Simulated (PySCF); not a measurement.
Excitations are Tamm–Dancoff values on a coarser integration grid. The basis has no diffuse functions, so Rydberg states are missing or too high.

Cartesian coordinates (Å):
```xyz
6

B      1.6639     0.0090     0.0800
B      0.1683     0.0010    -0.0367
N     -1.1863    -0.0064    -0.1423
H      2.8313     0.0154     0.1711
H     -1.7567    -0.8018     0.1019
H     -1.7206     0.7828    -0.4726
```
Charge 0, multiplicity 1.

### Question
Predict the HOMO–LUMO gap, S1 excitation (TDA) and brightest of the four lowest singlets (TDA) from CAM-B3LYP-D3(BJ)/def2-TZVP (PySCF).

### Answer

```json
{
  "HOMO–LUMO gap": "4.80 eV",
  "S1 excitation (TDA)": "0.37 eV",
  "brightest of the four lowest singlets (TDA)": "6.02 eV"
}
```
